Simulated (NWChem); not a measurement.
## Polarisability of arsine (H$_{3}$As)

```xyz
4

As     0.0010     0.0726     0.0000
H     -0.6465    -0.7900     1.1000
H     -0.6465    -0.7900    -1.1000
H      1.2585    -0.8174     0.0000
```
Charge 0, spin multiplicity 1.

Program: NWChem. Structure: optimised with PBE/def2-SVP, a minimum by its harmonic frequencies.

Basis set: aug-cc-pVDZ. Static limit.

The Hamiltonian is non-relativistic. The correlated methods keep 9 core orbitals frozen. B3LYP has NWChem's definition, with VWN1-RPA local correlation. No row is a measurement; the coupled-cluster row has its own basis-set and correlation limits.

Q: For the isotropic polarisability, BHandHLYP gives 35.28 bohr³ and CCSD linear response gives 35.81 bohr³. What do B3LYP, PBE, HF give?

A: B3LYP: 35.98 bohr³; PBE: 36.58 bohr³; HF: 35.03 bohr³.
